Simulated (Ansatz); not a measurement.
Consider the substitution at a C–Si bond: `N#C[Si](Cl)(Cl)Cl` + `OBO` → `N#COBO` + `Cl[SiH](Cl)Cl`.

Isolated molecules relaxed with PBE0-D4/def2-TZVP in Ansatz; ΔE leaves out vibrations. CCSD(T)/CBS adds triple-zeta CCSD(T) − MP2 to the extrapolated MP2 energy (def2 sets, frozen cores). This one scheme is used for every species. One conformer a species, not always the lowest.

```
            species  CCSD(T)/CBS(def2) energy (Eh)
`N#C[Si](Cl)(Cl)Cl`                    -1761.31365
              `OBO`                     -177.05255
           `N#COBO`                     -269.15112
    `Cl[SiH](Cl)Cl`                    -1669.16736
```

**Question.** Work out ΔE.

**Answer.** ΔE = (-269.15112) + (-1669.16736) − (-1761.31365) − (-177.05255) = 0.04772 Eh = +1.30 eV.

Largest T1 diagnostic among the species: 0.015.

In def2-TZVPP, CCSD(T) changes the Hartree–Fock value by +0.21 eV (the triples alone add +0.02 eV) and MP2 by +0.29 eV. The D4 term adds +0.07 eV with B3LYP and +0.04 eV with PBE0; it sums over pairs of atoms, weighted by their polarisabilities, and B3LYP, whose exchange is more repulsive, gets the larger term.

B3LYP here is the variant with VWN-RPA as its local correlation; programs differ in this.
